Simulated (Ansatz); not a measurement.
Reaction (SMILES): C/C=[C-]\C(C)C → [CH2-]/C(=C\C)CC
Each molecule is optimised on its own at B3LYP-D3(BJ)/def2-TZVP (Ansatz, an electronic-structure program), one conformer each, not searched for the lowest.

Property: isomerisation energy (electronic energy difference), in kcal/mol. Valence correlation only, unless marked. No spin-orbit coupling. Non-relativistic unless marked X2C. Anions need diffuse functions: aug- sets have them; def2-D sets add few; the other sets have none. Basis-set limits of correlation are two-point, X^-3; Hartree-Fock from the larger set. The bracket is a focal-point correction in the basis named.

| level | program | isomerisation energy (kcal/mol) |
|---|---|---|
| HF/cc-pVTZ | Ansatz | -15.7 |
| SVWN5/def2-TZVPD | Ansatz | -22.3 |
| PBE-D3(BJ)/def2-TZVPD | Ansatz + dftd3 | -20.1 |
| PBE-D4/def2-TZVPD | Ansatz + dftd4 | -20.1 |
| BHLYP-D3(BJ)/def2-TZVPD | Ansatz + dftd3 | -19.7 |
| B2PLYP-D3(BJ)/def2-TZVPD | Ansatz + dftd3 | -19.3 |
| MP2/cc-pwCVTZ | Ansatz | -19.6 |

Task: What does RI-MP2/CBS(aug-cc-pVTZ,aug-cc-pVQZ)+[CCSD(T)-MP2]/aug-cc-pVTZ (Ansatz) give?

Result: -18.2 kcal/mol, so MP2/cc-pwCVTZ differs from it by -1.4 kcal/mol.
